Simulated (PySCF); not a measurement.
Computed IR spectrum (relative IR intensity) of a molecule C₂H₄Cl₂Si₂. Coordinates come from a PBE-D3(BJ)/def2-SVP optimisation. Other conformers were not sampled. These are PBE-D3(BJ)/def2-SVP (PySCF) values and carry that method's errors. Frequencies are harmonic and unscaled.

Lines under 2 % of the strongest are left out, and lines within 2 cm⁻¹ are merged.

```tsv
ν (cm⁻¹)	relative intensity
149	2.1
171	2.2
307	17
321	8.3
487	16
494	8.5
551	65
588	58
665	62
702	17
709	17
824	100
895	40
2083	32
2161	22
2180	35
2183	33
3388	32
```

**Question.** Pick the molecule that these values belong to.
A) C#C[Si]([SiH3])(Cl)Cl
B) ClC1=C[SiH2][Si@H]1Cl
C) C#C[SiH2][SiH](Cl)Cl
D) C#C[Si@H](Cl)[SiH2]Cl

**Answer.** A, C#C[Si]([SiH3])(Cl)Cl
